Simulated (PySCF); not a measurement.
SZn, SMILES [Zn]=[S].

Coordinates come from a PBE0-D3(BJ)/def2-TZVP optimisation.

Method: PySCF with TDDFT-M06-2X/def2-TZVPD.

Vertical excitations; the highest root listed may be one member of a degenerate set. The molecule is in vacuum. State labels are in the subgroup C2v.

| state | symmetry | energy (eV) | λ (nm) | f | main pairs |
|---|---|---|---|---|---|
| S1 | B1 | 0.61 | 2022 | 0.001 | HOMO−1→LUMO (degenerate set) |
| S2 | B2 | 0.61 | 2022 | 0.001 | HOMO→LUMO (degenerate set) |
| S3 | A1 | 3.67 | 337 | 0.104 | HOMO−2→LUMO 77 % |
| S4 | A2 | 4.45 | 278 | 0.000 | HOMO→LUMO+1 44 %, HOMO−1→LUMO+2 44 % |
| S5 | A1 | 4.65 | 267 | 0.000 | HOMO−1→LUMO+1, HOMO→LUMO+2 (degenerate set) |
| S6 | A2 | 4.65 | 267 | 0.000 | HOMO−1→LUMO+2, HOMO→LUMO+1 (degenerate set) |
| S7 | A1 | 5.98 | 207 | 0.569 | HOMO→LUMO+2 39 %, HOMO−1→LUMO+1 39 %, HOMO−2→LUMO 19 % |
| S8 | B1 | 6.06 | 204 | 0.020 | HOMO−1→LUMO+3 (degenerate set) |
| S9 | B2 | 6.06 | 204 | 0.020 | HOMO→LUMO+3 (degenerate set) |
| S10 | A2 | 6.77 | 183 | 0.000 | HOMO→LUMO+4 44 %, HOMO−1→LUMO+5 44 % |
| T1 | B1 | 0.36 | 3413 | 0 | HOMO−1→LUMO (degenerate set) |
| T2 | B2 | 0.36 | 3413 | 0 | HOMO→LUMO (degenerate set) |
| T3 | A1 | 2.06 | 602 | 0 | HOMO−2→LUMO 98 % |
| T4 | A1 | 4.30 | 289 | 0 | HOMO→LUMO+2 42 %, HOMO−1→LUMO+1 42 % |
Triplets are in the Tamm–Dancoff approximation, which puts them higher than full response would, so one can lie above its singlet here.
